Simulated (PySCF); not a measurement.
**P+ (phosphorus, charge +1) across methods**

[Ne] 3s2 3p1 4s1, high-spin 3P determinant (an excited configuration). Computed with PySCF 2.14 in aug-cc-pCVTZ-DK (8s7p5d3f, 75 functions), with scalar relativity by spin-free X2C-1e.

```
 method  E (hartree)  mean ε 3s β (eV)  mean ε 3p α (eV)  mean ε 4s α (eV)  Σ⟨r²⟩ (bohr²)   ⟨S²⟩
LC-wPBE    -341.1974           -31.017           -23.103            -9.053          38.07  2.006
wB97X-V    -341.2580           -30.600           -22.454            -8.832          38.25  2.004
    UHF   -340.78190           -30.812           -23.871            -8.656          39.51  2.014
  wB97X    -341.3031           -30.526           -22.417            -8.817          37.68  2.005
   PBE0    -341.1873           -27.631           -19.868            -7.631          36.30  2.005
    LDA    -340.0384           -26.559           -18.343            -7.152          36.33  2.001
```

The outer electron is Rydberg-like, and this basis confines it to a smaller radius and binds it less than a complete one would.
